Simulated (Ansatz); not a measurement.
The cluster Al2Ru. Charge 0, multiplicity 3. Geometry B3LYP-D4/def2-TZVPD, that of the charge -1 doublet.

```xyz
3

Ru    0.496   -1.069    0.243
Al    0.877    0.885   -0.875
Al   -1.373    0.184    0.632
```

In the def2 sets Ru takes a core potential; there is no spin–orbit coupling. At r2SCAN-D4/def2-TZVPD the charge 0 triplet is spin-contaminated (final ⟨S²⟩ up to 2.13, 2.00 for a pure state). The structure comes from a short search, and lower isomers may exist.

Question: Estimate the α-spin orbital energies around the gap (eV) in Ansatz with PBE-D4/def2-TZVPD, r2SCAN-D4/def2-TZVPD, PBE0-D4/def2-TZVPD.

Answer: 
| orbital | PBE-D4/def2-TZVPD | r2SCAN-D4/def2-TZVPD | PBE0-D4/def2-TZVPD |
| --- | --- | --- | --- |
| HOMO−5 | -5.68 | -6.07 | -6.98 |
| HOMO−4 | -5.61 | -5.97 | -6.76 |
| HOMO−3 | -5.58 | -5.90 | -6.75 |
| HOMO−2 | -4.97 | -5.23 | -6.25 |
| HOMO−1 | -4.89 | -5.11 | -5.83 |
| HOMO | -4.47 | -4.71 | -5.05 |
| LUMO | -2.94 | -2.84 | -2.27 |
| LUMO+1 | -2.65 | -2.55 | -2.00 |
| LUMO+2 | -2.03 | -1.95 | -1.45 |
| LUMO+3 | -1.46 | -1.27 | -0.84 |
| LUMO+4 | -1.23 | -0.96 | -0.50 |
| LUMO+5 | -0.10 | 0.18 | 0.52 |
| β HOMO | -4.38 | -4.40 | -5.21 |
| β LUMO | -4.11 | -3.82 | -3.09 |
